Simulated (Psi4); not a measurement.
Pair of molecules, SMILES F with SMILES C=C, pulled apart as rigid monomers along the line of their centres of mass from the B3LYP-D3(BJ)/def2-TZVP minimum (SMILES order as in the coordinates).
Starting geometry (charge 0, multiplicity 1):
```json
[
 {"atom": "F", "x (Å)": "-0.0440", "y (Å)": "0.3998", "z (Å)": "-0.2698"},
 {"atom": "H", "x (Å)": "-0.0182", "y (Å)": "0.2834", "z (Å)": "0.6584"},
 {"atom": "C", "x (Å)": "0.4068", "y (Å)": "-0.5300", "z (Å)": "2.6881"},
 {"atom": "C", "x (Å)": "-0.3264", "y (Å)": "0.5668", "z (Å)": "2.8459"},
 {"atom": "H", "x (Å)": "-0.0477", "y (Å)": "-1.5076", "z (Å)": "2.5825"},
 {"atom": "H", "x (Å)": "1.4893", "y (Å)": "-0.4925", "z (Å)": "2.6679"},
 {"atom": "H", "x (Å)": "0.1284", "y (Å)": "1.5433", "z (Å)": "2.9608"},
 {"atom": "H", "x (Å)": "-1.4086", "y (Å)": "0.5282", "z (Å)": "2.8754"}
]
```

Level of theory: Psi4 with SAPT0/jun-cc-pV(D+d)Z.

| H2···C4 (Å) | electrostatics (meV) | exchange (meV) | induction (meV) | dispersion (meV) | total |
|---|---|---|---|---|---|
| 2.02 | -466.4 | 727.5 | -281.8 | -123.7 | -144.3 |
| 2.23 | -319.9 | 376.1 | -162.4 | -78.9 | -185.0 |
| 2.55 | -195.9 | 138.4 | -73.8 | ___ | -172.5 |
| 3.09 | -99.6 | 25.3 | -22.2 | -15.1 | -111.7 |
| 3.96 | -40.4 | 1.6 | ___ | -3.6 | -46.5 |

Problem. What belongs in the gaps?

Solution. 
- 2.55, dispersion (meV): -41.3
- 3.96, induction (meV): -4.0
